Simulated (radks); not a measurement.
Q: The mean radii <r> (bohr) of the occupied orbitals of an atom or ion are listed with their occupations. Calculated with a radial shooting solver on a logarithmic mesh with Libxc functionals: scalar-relativistic Kohn-Sham, LDA (Slater exchange, Perdew-Wang correlation), spin-polarised, spherical densities, point nucleus.

orbital  occ.      <r>
1s up       1  0.03266
1s down     1  0.03266
2s up       1   0.1421
2s down     1   0.1421
2p up       3   0.1238
2p down     3   0.1238
3s up       1   0.3914
3s down     1   0.3913
3p up       3   0.3911
3p down     3   0.3909
3d up       5   0.3707
3d down     5   0.3704
4s up       1   0.9727
4s down     1   0.9707
4p up       3    1.064
4p down     3    1.063
4d up       5    1.363
4d down     1    1.380

Name the element and its charge. Open shells, if any, are filled with parallel spins first.

A: Z = 45, rhodium, charge +3: Rh3+ in [Kr] 4d6. The 1s radius gives Z: for a bare nucleus <r> = (2 gamma + 1)/(2Z) with gamma = sqrt(1 - (Z/c)^2), 0.0321 bohr for Z = 45, and screening makes it slightly larger (0.03266 here). The occupations add up to 42, and the charge is Z minus that.
